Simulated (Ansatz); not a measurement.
Geometry optimisation, Ansatz, RHF/def2-SVP.

The input (input.yaml):

```yaml
crystal:
  periodic: [false, false, false]
  atoms:
    - { symbol: F, position_ang: [-0.20129, -1.41665, 1.51515] }
    - { symbol: Si, position_ang: [0.6807, -0.58226, 0.44511] }
    - { symbol: F, position_ang: [0.99961, -1.7725, -0.60087] }
    - { symbol: Al, position_ang: [-0.78085, 1.07392, -0.62442] }
    - { symbol: H, position_ang: [1.95953, -0.46976, 1.1554] }
    - { symbol: H, position_ang: [-1.34809, 2.27214, 0.19355] }
    - { symbol: H, position_ang: [-1.30962, 0.89511, -2.08392] }
basis:
  gaussian: { orbitals: def2-SVP }
hamiltonian:
  xc: hf
relax:
  f_tol: 0.015
  max_steps: 40
```

Launched with:

```bash
$ ansatz run input.yaml --threads 1 --pin off --max-ram 2048MiB --backend cpu --events-out ev --progress --plain --runs-dir out
```

Task: Where does it end, and by what steps?

Result: The run converged. The force dipped under the threshold on the way, but the program's further checks kept it going. After 21 steps the energy has fallen by 0.201 eV; H6 moved furthest, 0.85 Å.

| step | energy less start (eV) | largest force component (eV/Å) | accepted |
| --- | --- | --- | --- |
| 0 | 0.0000 | 1.762 | yes |
| 1 | -0.1495 | 0.356 | yes |
| 2 | -0.1759 | 0.437 | yes |
| 3 | -0.1771 | 0.725 | yes |
| 4 | -0.1902 | 0.207 | yes |
| 5 | -0.1941 | 0.054 | yes |
| 6 | -0.1951 | 0.024 | yes |
| 7 | -0.1957 | 0.060 | yes |
| 8 | -0.1961 | 0.057 | yes |
| 9 | -0.1970 | 0.096 | yes |
| 10 | -0.1976 | 0.102 | yes |
| 11 | -0.1988 | 0.009 | yes |
| 12 | -0.1995 | 0.020 | yes |
| 13 | -0.1978 | 0.142 | no |
| 14 | -0.1962 | 0.167 | no |
| 15 | -0.1997 | 0.007 | yes |
| 16 | -0.2003 | 0.055 | yes |
| 17 | -0.2004 | 0.051 | yes |
| 18 | -0.2006 | 0.028 | yes |
| 19 | -0.2007 | 0.012 | yes |
| 20 | -0.2007 | 0.015 | yes |
| 21 | -0.2008 | 0.008 | yes |

```xyz
7
Properties=species:S:1:pos:R:3
F -0.333 -1.789 1.173
Si 0.613 -0.689 0.467
F 1.429 -1.477 -0.681
Al -0.806 1.050 -0.590
H 1.605 -0.280 1.479
H -0.639 2.566 -0.175
H -1.869 0.620 -1.674
```

Whether the end is a true minimum wasn't checked by a vibrational analysis.

Run time: 63 s on 1 thread of Intel(R) Xeon(R) Processor @ 2.50GHz (Skylake/Cascade Lake), on a shared host, peak memory 0.15 GiB.
